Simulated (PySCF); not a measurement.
# Cost of excited-state runs on SMILES C1=C(Br)C=CC12CCC2, C8H9Br

Geometry:
```tsv
atom	x (Å)	y (Å)	z (Å)
Br1	3.194	-0.237	-0.094
C2	1.361	-0.046	-0.427
C3	0.376	-0.869	-0.018
C4	-0.925	-0.326	-0.514
C5	-0.524	0.916	-1.256
C6	0.812	1.072	-1.201
C7	-1.896	-1.246	-1.320
C8	-3.082	-0.567	-0.617
C9	-2.109	-0.105	0.479
H10	0.482	-1.779	0.572
H11	-1.235	1.576	-1.757
H12	1.411	1.870	-1.639
H13	-1.781	-2.292	-1.000
H14	-1.826	-1.201	-2.416
H15	-3.477	0.279	-1.199
H16	-3.929	-1.201	-0.315
H17	-2.053	-0.833	1.303
H18	-2.218	0.903	0.904
```

PySCF with density fitting, on 1 thread of an AMD EPYC 9R45 96-Core, shared host. Command: `OMP_NUM_THREADS=1 python excited_run.py task.json out`

(1) How long does each of these runs take, and how much memory?
- first hyperpolarisability, CAM-B3LYP/aug-cc-pVDZ; writes grids
- circular dichroism and optical rotation, CAM-B3LYP/aug-cc-pVDZ; 12 states; IEF-PCM acetonitrile
- circular dichroism and optical rotation, CAM-B3LYP/aug-cc-pVDZ; 12 states; writes grids
- excited states, wB97X-D/aug-cc-pVDZ; Tamm-Dancoff; spin-orbit couplings; 6 states; 5 triplets; quadratic response for 4 states; writes grids
- excited states, CAM-B3LYP/aug-cc-pVDZ; two-photon moments; 8 states; quadratic response for 6 states; 0 triplets

## Answers

(1) 
```tsv
run	level	basis functions	wall time	peak memory (GiB)
first hyperpolarisability	CAM-B3LYP/aug-cc-pVDZ	301	60 s	1.4
circular dichroism and optical rotation	CAM-B3LYP/aug-cc-pVDZ	301	120 s	1.6
circular dichroism and optical rotation	CAM-B3LYP/aug-cc-pVDZ	301	2.1 min	1.5
excited states	wB97X-D/aug-cc-pVDZ	301	63 s	1.3
excited states	CAM-B3LYP/aug-cc-pVDZ	301	68 s	1.4
```
Times from a shared host are rough.
